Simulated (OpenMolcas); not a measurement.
Fe4+ among 3 point charges of -2.5 e arranged as a planar triangle (D3h).

```json
{
  "Program": "OpenMolcas",
  "Method": "CASSCF",
  "Basis": "ANO-RCC-VDZP [5s4p2d1f]",
  "Scalar Hamiltonian": "DKH2, point nucleus",
  "Active space": "4 electrons in 5 orbitals (3d)",
  "State averaging": "2S+1 = 5 even, 5 roots; 2S+1 = 3 even, 45 roots; 2S+1 = 1 even, 50 roots",
  "Spin-orbit coupling": "state interaction with AMFI integrals over the reference wave functions"
}
```

All point charges move together. At R = 2.01 Å the first state of the same spin is 6537 cm-1, and at R = 2.15 Å it is 5323 cm-1.

Question: A third run gives 7890 cm-1. What distance was it run at?

Answer: With a power law R^-n the two known points give n = -ln(5323 / 6537) / ln(2.15 / 2.01) = 3.05. Then R = 2.01 × (6537 / 7890)^(1/3.05) = 1.890 Å. The run was at 1.89 Å, so the estimate is off by 0 Å.

An orbital doublet at a regular site is open to a Jahn-Teller distortion, which this geometry leaves out. Without dynamic correlation the repulsion within the d shell is too large (B by tens of per cent), so at a given field states of lower spin stand too high. Point charges give a weaker field than real ligands, and real ions of this kind are often low spin; the high spin found here belongs to the model. This is an electrostatic model: the charges have no orbitals. No measured value stands beside these numbers.
